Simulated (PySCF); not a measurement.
**MGa for M along the chalcogens**

PBE0 with triple-zeta basis sets in PySCF, for the lowest determinant that a PBE0 search found; no spin–orbit coupling. De refers to high-spin ground-configuration atoms. A positive dipole means M(−)Ga(+).

```tsv
M	basis	state (unpaired electrons)	Re (Å)	ωe (cm⁻¹)	De (eV)	μ (D)
O	def2-TZVPP	doublet (σ ↑)	1.705	741	4.17	3.70
S	def2-TZVPP	doublet (σ ↑)	2.070	469	3.74	3.39
Se	x2c-TZVPPall	doublet (σ ↑)	2.192	324	3.33	3.01
```

The shortest bond is that of GaO (1.705 Å), the longest that of GaSe (2.192 Å). GaO is bound most strongly (4.17 eV) and GaSe least (3.33 eV).

The rows differ in basis set, which adds steps of its own.

Down a group the atoms grow and get heavier, so bonds lengthen and wavenumbers fall; this series shows no clear exception.

Spin–orbit coupling is left out. States were picked by a PBE0 search and need not be the measured ground states.
